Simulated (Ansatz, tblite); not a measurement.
Forces on the cluster Ti₂Te₃ at its PBE-D4/def2-SVP geometry. The state is a singlet with charge 0.

In the def2 sets Te takes a core potential; there is no spin–orbit coupling. The xTB rows come from tblite. The geometry of the singlet was relaxed on an unsound state (restricted singlet, unstable towards broken spin symmetry at other levels and untested here). The structure comes from a short search, and lower isomers may exist.

GFN1-xTB (tblite), largest force 2.79 eV/Å:

```xyz
5
positions Å, forces eV/Å
Ti   -0.621    0.832   -0.588   -1.454    1.948   -1.376
Ti    0.621   -0.832    0.588    1.454   -1.948    1.376
Te    0.460    1.556    1.717    0.019    0.063    0.069
Te   -1.930   -1.356    0.121   -0.078   -0.055    0.005
Te    1.471   -0.200   -1.837    0.059   -0.008   -0.074
```

GFN2-xTB (tblite), largest force 5.26 eV/Å:

```
Ti -2.738 3.669 -2.591
Ti 2.738 -3.669 2.591
Te 0.142 0.481 0.531
Te -0.597 -0.419 0.037
Te 0.455 -0.062 -0.568
```

PBE-D4/def2-TZVP (Ansatz), largest force 0.15 eV/Å:

```
Ti -0.076 0.102 -0.072
Ti 0.076 -0.102 0.072
Te -0.007 -0.026 -0.028
Te 0.032 0.022 -0.002
Te -0.024 0.003 0.030
```
